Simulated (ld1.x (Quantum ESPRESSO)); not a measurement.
**Te (Z = 52): from the effect back to the setting (TM)**

Base potential:

| Item | Value |
| --- | --- |
| Element | tellurium |
| Generator | ld1.x (Quantum ESPRESSO) 7.5 |
| Type | norm-conserving Troullier–Martins (Kleinman–Bylander form) |
| Functional | PBE |
| Relativity | scalar-relativistic |
| Frozen core | [Kr] |
| Valence charge | 16 |
| Reference configuration | 4d10 5s1 5p5 |
| Partial waves | 5p (bound): rc 2.10 bohr; 4d (bound): rc 1.25 bohr; 5s (bound): rc 1.95 bohr |
| Local potential | the s channel |
| Core correction | none |

Cutoffs, loose and tight: the cutoffs (Ry, on a coarse ladder) from which the occupation-weighted sum of valence levels, in a spherical-Bessel basis at the reference potential, stays within 10 and 1 mRy of its value at 400 Ry. They do not see the model core or the augmentation charge, which bear on the density cutoff. Test errors are all-electron minus pseudo excitation energies from the reference, over the configurations 4d10 5s2 5p4; 4d10 5s2 5p3; 4d10 5s2 5p2; 4d10 5s1 5p4; 4d9 5s2 5p4; 4d10 5s2 5p0; 4d10 5s2 5p1; variants that change the core or the reference have their own tests.

Only the scale of all radii (base = 1) is moved:

| scale of all radii (base = 1) | cutoff, loose | cutoff, tight | bound ghosts | largest test error (meV) | median size of the test errors |
| --- | --- | --- | --- | --- | --- |
| 0.75 | 120 Ry | 200 Ry | p | -196 | 2.4 meV |
| 0.91 | 110 Ry | 200 Ry | none | -364 | 4.0 meV |
| 0.98 | 110 Ry | 180 Ry | none | -362 | 5.3 meV |
| 1.05 | 110 Ry | 180 Ry | none | -323 | 6.8 meV |
| 1.12 | 100 Ry | 160 Ry | none | -271 | 8.3 meV |
| 1.17 | 100 Ry | 160 Ry | none | -211 | 10.3 meV |
| 1.25 | 90 Ry | 160 Ry | none | -118 | 10.9 meV |
| 1.32 | 90 Ry | 160 Ry | none | +27 | 17.2 meV |
| 1.39 | 90 Ry | 140 Ry | none | +138 | 19.9 meV |

Problem. One more run gave cutoff, loose: 120 Ry; cutoff, tight: 200 Ry; bound ghosts: none; largest test error (meV): -328; median size of the test errors: 2.6 meV. Which value of the scale of all radii (base = 1) was used?

Solution. 0.84. The median size of the test errors moves one way along this sweep, from 2.4 meV at 0.75 to 19.9 meV at 1.39, which places the run between 0.75 and 0.91.
